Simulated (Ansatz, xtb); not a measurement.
# C4H12O2Si: which of two isomers lies lower

Structure I is `CC(C)O[Si@H](C)O`, a singlet and structure II is `CCCO[Si@H](C)O`, a singlet. Both are isolated molecules in the gas phase, relaxed with B3LYP-D3(BJ)/def2-SVP; each stands in its lowest conformer found.

I (Å):

```xyz
19

C     0.1013    2.0194   -2.5742
C     0.0494    2.0379   -1.0529
C    -0.8395    3.1520   -0.5056
C    -0.8991   -1.6055    0.8395
O    -0.4377    0.7745   -0.6122
O    -0.3762    0.8723    2.1565
Si    0.0286    0.0012    0.7860
H    -0.9076    1.8450   -2.9807
H     0.7570    1.2090   -2.9263
H     0.4791    2.9755   -2.9692
H     1.0816    2.1885   -0.6710
H    -0.8772    3.1084    0.5930
H    -1.8678    3.0306   -0.8815
H    -0.4682    4.1433   -0.8106
H     1.5167   -0.1516    0.7584
H    -0.7101   -2.1970   -0.0698
H    -0.6051   -2.2031    1.7164
H    -1.9813   -1.4094    0.9030
H     0.2509    1.5409    2.4533
```

II (Å):

```xyz
19

C     2.0903    0.1107    1.5990
C     2.1400    1.5536    1.1003
C     1.5987    1.7339   -0.3137
C    -2.1771    0.0537   -1.0454
O     0.2374    1.3451   -0.3910
O     0.4414   -1.3102   -1.0704
Si   -0.3436    0.1330   -1.3772
H     2.5508    0.0129    2.5943
H     2.6179   -0.5691    0.9097
H     1.0478   -0.2350    1.6815
H     3.1803    1.9241    1.1131
H     1.5656    2.2048    1.7815
H     1.6771    2.7948   -0.6106
H     2.2190    1.1506   -1.0222
H    -0.0190    0.4066   -2.8012
H    -2.3742   -0.1482    0.0202
H    -2.6584    1.0119   -1.2991
H    -2.6512   -0.7415   -1.6423
H     0.3839   -1.6450   -0.1675
```

Problem. Estimate E(II) − E(I) at the level CCSD(T)/def2-SVP + ΔMP2/def2-TZVPP.

Solution. Calculated at CCSD(T)/def2-SVP + ΔMP2/def2-TZVPP: E(II) − E(I) = +3.3 kcal/mol, so structure I lies lower.

How the difference moves with the method:

| level | geometry | E(II) − E(I) (kcal/mol) | departure from the last row (kcal/mol) | job, with rough time for the two |
| --- | --- | --- | --- | --- |
| B3LYP-D3(BJ)/def2-SVP | B3LYP-D3(BJ)/def2-SVP | +2.4 | −0.9 | optimisation, 2.5 min |
| HF/def2-SVP | B3LYP-D3(BJ)/def2-SVP | +2.7 | −0.7 | part of the CCSD(T) run |
| MP2/def2-SVP | B3LYP-D3(BJ)/def2-SVP | +3.3 | −0.1 | part of the CCSD(T) run |
| CCSD(T)/def2-SVP | B3LYP-D3(BJ)/def2-SVP | +3.1 | −0.2 | single point |
| CCSD(T)/def2-SVP + ΔMP2/def2-TZVPP | B3LYP-D3(BJ)/def2-SVP | +3.3 |  | single point, 2.5 min |

As drawn, both hold the same kinds of bond in the same numbers. Structure I has 3 methyl groups, II 2.

None of the levels shown reverses the order. The largest departure from CCSD(T)/def2-SVP + ΔMP2/def2-TZVPP is that of B3LYP-D3(BJ)/def2-SVP, 0.9 kcal/mol. Levels run at GFN2-xTB geometries aren't shown. The last row adds to CCSD(T) the change of the MP2 difference between the two basis sets, here +0.2 kcal/mol.

With thermal terms from frequencies at re-optimised GFN2-xTB minima (ideal gas, soft modes damped towards free rotors, one conformer each, 298.15 K, 1 atm): the zero-point term adds +0.7 kcal/mol; ΔH is +3.7 and ΔG +4.3 kcal/mol.

The correlated steps freeze 11 core orbitals. Run with Ansatz 0.2.0, xtb 6.7.1; the last row on 4 threads of Arm Neoverse V1 on a shared host.
